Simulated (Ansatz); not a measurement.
`F[SiH](F)[Si](F)(F)F` + H₂Se → `F[Si](F)(F)[SeH]` + `F[SiH2]F` at 700 K and 1 bar (cleavage of the Si–Si bond).

Computed with Ansatz on PBE0-D4/def2-TZVP structures; ΔE is electronic, products minus reactants. CBS: MP2 limit from def2 TZ/QZ plus the TZ coupled-cluster correction, frozen cores. This one scheme is used for every species. For Se outer-core shells are correlated without core-valence functions, which leaves a few kJ/mol of doubt a bond. Scalar relativity is left out up to krypton. One conformer a species, not always the lowest.

| species | CCSD(T)/CBS energy (Eh) | H − E (kJ/mol) | S (J/(mol·K)) |
| --- | --- | --- | --- |
| `F[SiH](F)[Si](F)(F)F` | -1078.06481 | 148.7 | 514.9 |
| H₂Se | -2401.89790 | 61.1 | 251.1 |
| `F[Si](F)(F)[SeH]` | -2990.00244 | 109.4 | 435.9 |
| `F[SiH2]F` | -489.99391 | 100.9 | 321.6 |

H − E and S are ideal-gas, rigid-rotor, harmonic terms from PBE0-D4/def2-TZVP, for one conformer and one mirror image of each species. 1 Eh = 2625.50 kJ/mol, R = 8.31446 J/(mol·K).

Problem. By hand: ΔE, ΔH, ΔS and ΔG.

Solution. ΔE = (-2990.00244) + (-489.99391) − (-1078.06481) − (-2401.89790) = -0.03364 Eh = -88.3 kJ/mol. Δ(H − E) = 109.4 + 100.9 − 148.7 − 61.1 = 0.5, so ΔH = -87.8 kJ/mol. ΔS = 435.9 + 321.6 − 514.9 − 251.1 = -8.5 J/(mol·K). ΔG = -87.8 − 700 × (-8.5)/1000 = -81.8 kJ/mol.

Problem. By hand: the equilibrium constant, and the temperature at which ΔG would vanish if ΔH and ΔS stayed fixed.

Solution. log₁₀ K = −ΔG/(RT ln 10) = 6.1. ΔG = 0 at ΔH/ΔS = 10329 K, far beyond where these terms or the molecules hold.

The number of gas molecules stays the same, so ΔS is small and ΔH decides. A doubt of 5 kJ/mol in ΔE shifts log₁₀ K by 0.4 here. Other conformers and mirror images would add mixing entropy, several J/(mol·K) or more a flexible species. Modes under 60 cm⁻¹, often nearly free rotors, make the harmonic entropy too high. These are equilibria of isolated gas molecules and say nothing of rates. Largest T1 diagnostic: 0.013 (customary marks: 0.02 for closed shells, 0.045 for open ones).
